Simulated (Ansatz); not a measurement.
Molecular dynamics of BClFH2N

Input:

```yaml
crystal:
  periodic: [false, false, false]
  atoms:
    - { symbol: B, position_ang: [-0.016239, 0.011117, 0.080483] }
    - { symbol: "N", position_ang: [-0.016126, -0.001447, 1.464377] }
    - { symbol: H, position_ang: [-0.848874, -0.081866, 2.01173] }
    - { symbol: H, position_ang: [0.833093, 0.070623, 1.990361] }
    - { symbol: F, position_ang: [1.111572, 0.119446, -0.597836] }
    - { symbol: Cl, position_ang: [-1.531126, -0.117874, -0.829116] }
basis:
  gaussian: { orbitals: "6-31G*" }
hamiltonian:
  xc: { name: BHLYP }
md:
  timestep: 3.0
  n_steps: 40
  ensemble: nvt_nose_hoover
  temperature: 3000.0
  initial_velocities: maxwell_boltzmann
  seed: 263922
```

Command:

```bash
$ ansatz run input.yaml --threads 1 --pin off --max-ram 2048MiB --backend cpu --events-out ev --progress --plain --runs-dir out
```

It starts from a relaxed structure.

Output, in part (one step line in 2, the closing report, with atoms numbered from 0):

```
md step     0: t =     0.00 fs  T =  3000.0 K  F+E_penalty+E_count = -17439.81316018 eV  E_kin = 1.551120 eV  conserved = -17438.26204019 eV  (25 SCF iters)
md step     2: t =     6.00 fs  T =  1553.7 K  F+E_penalty+E_count = -17438.76315562 eV  E_kin = 0.803343 eV  conserved = -17437.96039090 eV  (31 SCF iters)
md step     4: t =    12.00 fs  T =  1685.7 K  F+E_penalty+E_count = -17438.91272247 eV  E_kin = 0.871595 eV  conserved = -17438.04442876 eV  (31 SCF iters)
md step     6: t =    18.00 fs  T = 12509.3 K  F+E_penalty+E_count = -17433.12436826 eV  E_kin = 6.467785 eV  conserved = -17426.67191285 eV  (39 SCF iters)
md step     8: t =    24.00 fs  T =  6556.2 K  F+E_penalty+E_count = -17430.53371113 eV  E_kin = 3.389810 eV  conserved = -17427.12301225 eV  (39 SCF iters)
md step    10: t =    30.00 fs  T =  5304.7 K  F+E_penalty+E_count = -17429.96491258 eV  E_kin = 2.742749 eV  conserved = -17427.14891006 eV  (39 SCF iters)
md step    12: t =    36.00 fs  T =  4404.6 K  F+E_penalty+E_count = -17429.52712922 eV  E_kin = 2.277356 eV  conserved = -17427.11538117 eV  (40 SCF iters)
md step    14: t =    42.00 fs  T =  4270.6 K  F+E_penalty+E_count = -17429.50309472 eV  E_kin = 2.208084 eV  conserved = -17427.10041616 eV  (79 SCF iters)
md step    16: t =    48.00 fs  T =  5061.5 K  F+E_penalty+E_count = -17430.06528293 eV  E_kin = 2.616975 eV  conserved = -17427.17335414 eV  (38 SCF iters)
md step    18: t =    54.00 fs  T =  4648.2 K  F+E_penalty+E_count = -17429.90457585 eV  E_kin = 2.403310 eV  conserved = -17427.13932059 eV  (39 SCF iters)
md step    20: t =    60.00 fs  T =  4385.6 K  F+E_penalty+E_count = -17429.74137005 eV  E_kin = 2.267526 eV  conserved = -17427.00937897 eV  (45 SCF iters)
md step    22: t =    66.00 fs  T =  3753.4 K  F+E_penalty+E_count = -17429.48609608 eV  E_kin = 1.940639 eV  conserved = -17426.98610639 eV  (38 SCF iters)
md step    24: t =    72.00 fs  T =  3666.4 K  F+E_penalty+E_count = -17429.68129956 eV  E_kin = 1.895681 eV  conserved = -17427.13262765 eV  (38 SCF iters)
md step    26: t =    78.00 fs  T =  2920.5 K  F+E_penalty+E_count = -17429.29887884 eV  E_kin = 1.510014 eV  conserved = -17427.05144586 eV  (37 SCF iters)
md step    28: t =    84.00 fs  T =  2660.7 K  F+E_penalty+E_count = -17429.09658486 eV  E_kin = 1.375703 eV  conserved = -17426.90488576 eV  (37 SCF iters)
md step    30: t =    90.00 fs  T =  3029.8 K  F+E_penalty+E_count = -17429.57901268 eV  E_kin = 1.566530 eV  conserved = -17427.12281229 eV  (38 SCF iters)
md step    32: t =    96.00 fs  T =  2806.6 K  F+E_penalty+E_count = -17429.53414162 eV  E_kin = 1.451125 eV  conserved = -17427.11308694 eV  (39 SCF iters)
md step    34: t =   102.00 fs  T =  3073.0 K  F+E_penalty+E_count = -17429.65273909 eV  E_kin = 1.588849 eV  conserved = -17427.02008891 eV  (40 SCF iters)
md step    36: t =   108.00 fs  T =  3206.3 K  F+E_penalty+E_count = -17429.85944918 eV  E_kin = 1.657774 eV  conserved = -17427.06967982 eV  (45 SCF iters)
md step    38: t =   114.00 fs  T =  3128.9 K  F+E_penalty+E_count = -17430.00108630 eV  E_kin = 1.617775 eV  conserved = -17427.17329493 eV  (39 SCF iters)
md step    40: t =   120.00 fs  T =  2184.3 K  F+E_penalty+E_count = -17429.45142109 eV  E_kin = 1.129376 eV  conserved = -17427.03948793 eV  (44 SCF iters)
Total energy: -17429.45161770 eV, -640.5205328437 hartree
Atom 0 at    -0.099113     0.267022    -0.100382 Å, force    -5.101195     0.475888     4.534193 eV/Å
Atom 1 at    -0.605695     0.499106     1.331498 Å, force    -0.215473     0.689598    -2.678701 eV/Å
Atom 2 at    -1.556906     1.001216     1.313708 Å, force     2.201612    -0.803065     0.036638 eV/Å
Atom 3 at    13.748246    -8.284834    10.953475 Å, force    -0.006894     0.004214    -0.004769 eV/Å
Atom 4 at     1.045836    -0.037040    -0.479528 Å, force     2.920943    -0.289506    -0.990366 eV/Å
Atom 5 at    -1.584777    -0.103037    -1.019877 Å, force     0.201007    -0.077128    -0.896996 eV/Å
Dipole moment:     0.031240     0.193751    -0.024535 e Å
```

All steps were run. The conserved energy changed by up to 1900 meV per atom, so the integration failed: the time step of 3 fs is too long for the fastest motions that this run met, and the later frames carry no physical meaning.

Parted: N2–H4 1.00 → 19.38 Å. It ends as BClFHN + H. Pairs count as bonded within 1.25 times the sum of covalent radii (0.12 Å more for H–H).

Last frame:

```xyz
6
Properties=species:S:1:pos:R:3
B -0.099 0.267 -0.100
N -0.606 0.499 1.331
H -1.557 1.001 1.314
H 13.748 -8.285 10.954
F 1.046 -0.037 -0.479
Cl -1.585 -0.103 -1.020
```

The run took 77 s on 1 thread of Intel(R) Xeon(R) Platinum 8488C (Sapphire Rapids), with other jobs on the host, peak memory 0.14 GiB.
